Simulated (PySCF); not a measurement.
PySCF 2.14 output of a UHF calculation on a single atom or ion in cc-pVDZ-PP with ECP28MDF (4s3p2d, 23 functions), with scalar relativity through the core potential:

```
SCF conv_tol = 1e-09
number electrons alpha = 10  beta = 10
cycle= 1 E= -189.013903568448  delta_E= -8.81e-13  |g|= 2.08e-07  |ddm|= 4.16e-06
converged SCF energy = -189.013903568448  <S^2> = -3.5527137e-15  2S+1 = 1
```

The run itself started from symmetry-adapted Hartree-Fock orbitals and held the occupation by maximum overlap, so the iterations belong to that start.

**Question.** Which element, charge and spin multiplicity is this?

**Answer.** In⁺ (indium, charge +1), multiplicity 1; the state was [Kr] 4d10 5s2, closed-shell 1S.

Energies and moments cover only the electrons outside the core potential.
